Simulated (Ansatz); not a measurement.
Pd₄⁻ was relaxed with PBE-D4 (def2-SVPD) in Ansatz in these states: charge -1 doublet, charge -1 quartet. The geometries follow in no particular order.

In the def2 sets Pd takes a core potential; there is no spin–orbit coupling.

A:

```csv
atom,x (Å),y (Å),z (Å)
Pd1,-1.2777,0.8030,-0.6023
Pd2,0.8083,-0.6549,-1.2481
Pd3,-0.4276,-1.2055,1.0027
Pd4,0.8970,1.0574,0.8477
```

B:

Cartesian coordinates in Å:
```
Pd -1.083 -0.365 -1.138
Pd -0.443 -0.490 1.471
Pd 0.192 1.589 0.200
Pd 1.333 -0.734 -0.533
```

Judge from the bond lengths which geometry belongs to which state (an estimate).

A is the charge -1 doublet (Pd1–Pd4 2.626 Å, Pd2–Pd3 2.626 Å, Pd1–Pd2 2.626 Å); B is the charge -1 quartet (Pd1–Pd4 2.518 Å, Pd2–Pd3 2.518 Å, Pd1–Pd2 2.689 Å).

At PBE-D4/def2-SVPD the charge -1 doublet is spin-contaminated (final ⟨S²⟩ up to 0.84, 0.75 for a pure state). At PBE-D4/def2-SVPD the highest occupied level of the charge -1 doublet lies above zero (up to 0.94 eV). By energy differences its removal costs 1.27 eV (vertical, to the charge 0 triplet, at PBE0-D4/def2-TZVPD). At PBE-D4/def2-SVPD the highest occupied level of the charge -1 quartet lies above zero (up to 0.84 eV). It is a level of α spin, whose loss leaves a triplet; that state wasn't run at this geometry and level. The electron is either unbound and held by the finite basis, or the level is raised by self-interaction error. At PBE-D4/def2-SVPD the gap within one spin of the charge -1 doublet nearly closes, so an electron or hole may be smeared out by delocalisation error. At PBE-D4/def2-SVPD the gap within one spin of the charge -1 quartet nearly closes, so an electron or hole may be smeared out by delocalisation error. At PBE0-D4/def2-TZVPD a doublet lies 0.51 eV below the charge -1 quartet. These are the stationary points nearest to one start from a short search; other shapes may lie lower in each state.
